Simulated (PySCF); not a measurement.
## Basis-set dependence of population analyses: `CCOC(C)(C)C`

C₆H₁₄O.
Bonds: C1–C2, C2–O3, O3–C4, C4–C5, C4–C6, C4–C7. Hydrogens: H8, H9, H10 on C1; H11, H12 on C2; H13, H14, H15 on C5; H16, H17, H18 on C6; H19, H20, H21 on C7.

PBE0 throughout (PySCF), one geometry, spherical d and f functions. Geometry: PBE0-D3(BJ)/def2-SVP, one conformer, isolated molecule. Atoms taken as equivalent share a column and are averaged. The first 7 of 8 kinds of atom are listed.

Mulliken charges (e):

```csv
basis,functions,C1,C2,O3,C4,C5/C6/C7,H8/H9/H10,H11/H12
STO-3G,49,-0.234,-0.040,-0.230,+0.127,-0.238,+0.083,+0.064
pcSseg-0,91,-0.643,-0.136,-0.673,-0.106,-0.536,+0.231,+0.213
6-31G,91,-0.493,-0.048,-0.542,+0.204,-0.473,+0.171,+0.146
6-31G*,126,-0.539,-0.053,-0.497,+0.299,-0.533,+0.179,+0.143
cc-pVDZ,168,-0.085,+0.077,-0.328,-0.179,-0.005,+0.046,+0.021
def2-SVP,168,-0.087,+0.135,-0.406,-0.140,-0.005,+0.045,+0.015
pcSseg-1,189,-0.282,+0.026,-0.509,-0.216,-0.194,+0.115,+0.092
"6-311+G(2d,p)",273,-0.566,+0.060,-0.254,+0.256,-0.526,+0.148,+0.116
aug-cc-pVDZ,287,+0.434,+0.963,-0.590,-2.265,+1.128,-0.127,-0.328
def2-TZVP,301,-0.342,-0.057,-0.261,+0.172,-0.378,+0.117,+0.083
```

IAO charges (e):

| basis | functions | C1 | C2 | O3 | C4 | C5/C6/C7 | H8/H9/H10 | H11/H12 |
| --- | --- | --- | --- | --- | --- | --- | --- | --- |
| STO-3G | 49 | -0.397 | -0.125 | -0.228 | +0.122 | -0.401 | +0.138 | +0.108 |
| pcSseg-0 | 91 | -0.424 | -0.064 | -0.385 | +0.206 | -0.428 | +0.147 | +0.114 |
| 6-31G | 91 | -0.429 | -0.069 | -0.392 | +0.229 | -0.441 | +0.149 | +0.115 |
| 6-31G* | 126 | -0.413 | -0.035 | -0.404 | +0.246 | -0.422 | +0.142 | +0.105 |
| cc-pVDZ | 168 | -0.411 | -0.034 | -0.403 | +0.249 | -0.423 | +0.141 | +0.105 |
| def2-SVP | 168 | -0.401 | -0.030 | -0.404 | +0.244 | -0.411 | +0.138 | +0.103 |
| pcSseg-1 | 189 | -0.409 | -0.035 | -0.410 | +0.242 | -0.420 | +0.141 | +0.107 |
| 6-311+G(2d,p) | 273 | -0.423 | -0.039 | -0.416 | +0.247 | -0.434 | +0.146 | +0.110 |
| aug-cc-pVDZ | 287 | -0.421 | -0.037 | -0.415 | +0.250 | -0.433 | +0.145 | +0.109 |
| def2-TZVP | 301 | -0.424 | -0.037 | -0.416 | +0.250 | -0.434 | +0.146 | +0.110 |

Hirshfeld charges (e):

```tsv
basis	functions	C1	C2	O3	C4	C5/C6/C7	H8/H9/H10	H11/H12
STO-3G	49	-0.041	+0.057	-0.171	+0.113	-0.051	+0.018	+0.001
pcSseg-0	91	-0.105	+0.013	-0.144	+0.115	-0.114	+0.037	+0.021
6-31G	91	-0.101	+0.016	-0.167	+0.106	-0.110	+0.038	+0.023
6-31G*	126	-0.103	+0.011	-0.153	+0.098	-0.109	+0.037	+0.023
cc-pVDZ	168	-0.116	+0.003	-0.119	+0.096	-0.120	+0.039	+0.025
def2-SVP	168	-0.119	+0.004	-0.127	+0.099	-0.123	+0.040	+0.026
pcSseg-1	189	-0.121	+0.003	-0.130	+0.092	-0.125	+0.041	+0.029
6-311+G(2d,p)	273	-0.122	-0.003	-0.139	+0.076	-0.124	+0.042	+0.032
aug-cc-pVDZ	287	-0.129	-0.006	-0.134	+0.080	-0.131	+0.044	+0.033
def2-TZVP	301	-0.124	-0.004	-0.133	+0.082	-0.127	+0.042	+0.031
```

Some averages cover members that differ in this geometry, most widely: C5/C6/C7, Mulliken in aug-cc-pVDZ +0.905 to +1.240; C5/C6/C7, Mulliken in 6-311+G(2d,p) -0.550 to -0.478; C5/C6/C7, Mulliken in def2-TZVP -0.399 to -0.336; C5/C6/C7, Mulliken in pcSseg-0 -0.551 to -0.507 e.

Task: Which scheme is steadiest as the basis changes?

Result: Largest range over the bases for any column: Hirshfeld 0.09 e, IAO 0.19 e, Mulliken 2.56 e. Hirshfeld charges move least and Mulliken charges most, counted in e. Without the minimal STO-3G basis the ranges are Hirshfeld 0.05, IAO 0.04, Mulliken 2.56 e.

Task: How much do the charges still move between the two largest bases, aug-cc-pVDZ and def2-TZVP?

Result: At most, over all atoms: Mulliken 2.437 e, IAO 0.003 e, Hirshfeld 0.005 e.

Task: What do the same runs give for the total energy, the frontier levels and the dipole moment?

Result: 
| basis | energy (Eh) | HOMO (eV) | LUMO (eV) | μ (D) |
| --- | --- | --- | --- | --- |
| STO-3G | -308.0990 | -3.62 | 8.11 | 0.94 |
| pcSseg-0 | -311.2016 | -6.99 | 1.98 | 1.45 |
| 6-31G | -311.8273 | -6.87 | 2.48 | 1.34 |
| 6-31G* | -311.9086 | -6.91 | 2.54 | 1.04 |
| cc-pVDZ | -311.9283 | -7.01 | 1.77 | 1.03 |
| def2-SVP | -311.6900 | -7.08 | 1.68 | 1.13 |
| pcSseg-1 | -311.8770 | -7.17 | 1.38 | 1.19 |
| 6-311+G(2d,p) | -312.0051 | -7.20 | 0.27 | 1.15 |
| aug-cc-pVDZ | -311.9497 | -7.18 | -0.08 | 1.12 |
| def2-TZVP | -312.0286 | -7.20 | 1.06 | 1.08 |

The dipole is fixed by the density alone, so its range of 0.51 D shows that the density itself changes with the basis, not only its division among atoms.
